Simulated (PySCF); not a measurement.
**Magnetic susceptibility: SMILES C(=O)(Br)C1=C(F)C=CO1, C₅H₂BrFO₂**

Molfile (atoms numbered from 1):
```
C5H2BrFO2
     RDKit          3D

 11 11  0  0  0  0  0  0  0  0999 V2000
    2.8510    0.5743    0.0865 O   0  0  0  0  0  0  0  0  0  0  0  0
    2.0059   -0.2560    0.0565 C   0  0  0  0  0  0  0  0  0  0  0  0
    2.5039   -2.1586    0.0611 Br  0  0  0  0  0  0  0  0  0  0  0  0
    0.5780   -0.0993    0.0148 C   0  0  0  0  0  0  0  0  0  0  0  0
   -0.2496   -1.1661   -0.0175 O   0  0  0  0  0  0  0  0  0  0  0  0
   -1.4976   -0.7193   -0.0523 C   0  0  0  0  0  0  0  0  0  0  0  0
   -1.5442    0.6486   -0.0448 C   0  0  0  0  0  0  0  0  0  0  0  0
   -0.1978    1.0521   -0.0016 C   0  0  0  0  0  0  0  0  0  0  0  0
    0.2439    2.2955    0.0194 F   0  0  0  0  0  0  0  0  0  0  0  0
   -2.2820   -1.4507   -0.0815 H   0  0  0  0  0  0  0  0  0  0  0  0
   -2.4059    1.2822   -0.0665 H   0  0  0  0  0  0  0  0  0  0  0  0
  1  2  2  0
  2  3  1  0
  2  4  1  0
  4  5  1  0
  5  6  1  0
  6  7  2  0
  7  8  1  0
  8  9  1  0
  8  4  2  0
  6 10  1  0
  7 11  1  0
M  END
```

The calculation used PySCF 2.14.0, GIAO revPBE/3-21G magnetisability, rotational g tensor and spin-rotation constants, non-relativistic, gas phase. Geometry: GFN2-xTB.

The calculation is non-relativistic, which matters for the atoms heavier than Zn.

Question: What are the magnetisability and the molar susceptibility?

Answer: Isotropic -1306 × 10⁻³⁰ J/T², or -78.6 × 10⁻⁶ cm³/mol; principal values -1641, -1219, -1058 × 10⁻³⁰ J/T², anisotropy 522 × 10⁻³⁰ J/T² (root of half the summed squared differences of the principal values). The susceptibility is in cgs units.

Question: Split it along the inertial axes a, b, c into diamagnetic and paramagnetic parts about the centre of mass, with the quadrupole moment.

Answer: 
| axis | χ (10⁻⁶ cm³/mol) | diamagnetic (10⁻⁶ cm³/mol) | paramagnetic (10⁻⁶ cm³/mol) | summed x² of all electrons (Å²) | quadrupole Θ (D Å) |
| --- | --- | --- | --- | --- | --- |
| a | -72.4 | -578.4 | 505.9 | 346.0 | +6.33 |
| b | -64.6 | -1522.9 | 1458.2 | 123.4 | -2.30 |
| c | -98.8 | -1991.6 | 1892.7 | 12.9 | -4.04 |

Anisotropies 2χaa − χbb − χcc = +18.6 and 2χbb − χaa − χcc = +42.0 × 10⁻⁶ cm³/mol. Θ is traceless in Buckingham's convention.

Question: And the rotational g tensor?

Answer: 
```tsv
axis	rotational constant (GHz)	g	nuclear part	electronic part
a	2.3588	-0.0401	0.5205	-0.5607
b	0.7310	-0.0134	0.4874	-0.5008
c	0.5581	-0.0010	0.4953	-0.4963
```
Asymmetric top; isotopes 79Br, 12C, 19F, 1H, 16O; no vibrational averaging.
